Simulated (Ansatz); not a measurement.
Job for Ansatz (a quantum-chemistry and plane-wave program): R-r2SCAN/def2-TZVPPD on H4OSi (SMILES O[SiH3]) with ghost functions. Files ending in .json are basis or fitting sets from the Basis Set Exchange.

Ansatz 0.2 input:
```yaml
crystal:
  periodic: [false, false, false]
  atoms:
    - {symbol: O, position_ang: [0.39899896, 0.74553450, 3.08253297]}
    - {symbol: Si, position_ang: [-0.36404330, -0.54492566, 3.77055063]}
    - {symbol: H, position_ang: [0.47563018, 0.76975217, 2.12467259]}
    - {symbol: H, position_ang: [-1.77105360, -0.66155866, 3.31027065]}
    - {symbol: H, position_ang: [-0.33454178, -0.31118676, 5.22795521]}
    - {symbol: H, position_ang: [0.32268432, -1.82301293, 3.45434476]}
basis:
  gaussian:
    orbitals: def2-TZVPPD.json
    ghost_atoms:
      - {symbol: N, position_ang: [0.50565064, 0.47640010, -1.19338060]}
      - {symbol: N, position_ang: [0.49268073, 0.56277065, -0.10672647]}
hamiltonian:
  xc: {name: r2SCAN}
scf: {lower_state_search: off}
```

The head of its log:

```
Functional definition: r2SCAN
[...]
these checks for a lower state are left out or cut short: stability, starts, cluster_reference, orbital_swaps, neighbouring_geometries, increment
integrals: 0.14 GiB planned
1079 factors; their error is unknown
mean field: 0.97 GiB planned
mean field evaluation 1: about -9985.1583 eV, gradient 5.6e1 eV
mean field evaluation 2: about -9966.6071 eV, gradient 1.1e2 eV
```

Problem. Predict the final total energy.

Solution. -367.1320 hartree.
